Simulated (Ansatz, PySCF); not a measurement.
Reaction (SMILES): C=CC[SiH3] + 4 [H][H] (H2) → 3 C (CH4) + [SiH4] (SiH4)
Geometries: B3LYP-D3(BJ)/def2-TZVP minima from Ansatz (an electronic-structure program), one conformer each, not searched for the lowest.

Quantity: energy of full hydrogenation (0 K, with B3LYP-D3(BJ) harmonic zero-point energies from PySCF), in kcal/mol. Valence correlation only, unless marked. No spin-orbit coupling. Non-relativistic. CBS marks a two-point X^-3 extrapolation of the correlation energy; Hartree-Fock from the larger set.

Level to compare with: CCSD(T)/CBS(cc-pV(T+d)Z,cc-pV(Q+d)Z) (Ansatz), -59.0 kcal/mol. It is a level with limits of its own, and the differences hold the functionals' basis error too.

Q: Rank these functionals by how close they come to CCSD(T)/CBS(cc-pV(T+d)Z,cc-pV(Q+d)Z), closest first: BHLYP/def2-TZVPD (Ansatz); wB97X/def2-TZVPD (Ansatz); B3LYP/def2-TZVPD (Ansatz); BLYP/def2-TZVPD (Ansatz).

A: BLYP/def2-TZVPD (GGA, -58.8 kcal/mol, difference 0.2), B3LYP/def2-TZVPD (global hybrid, -63.2 kcal/mol, difference -4.2), wB97X/def2-TZVPD (range-separated hybrid, -66.1 kcal/mol, difference -7.1), BHLYP/def2-TZVPD (global hybrid, -68.4 kcal/mol, difference -9.4)
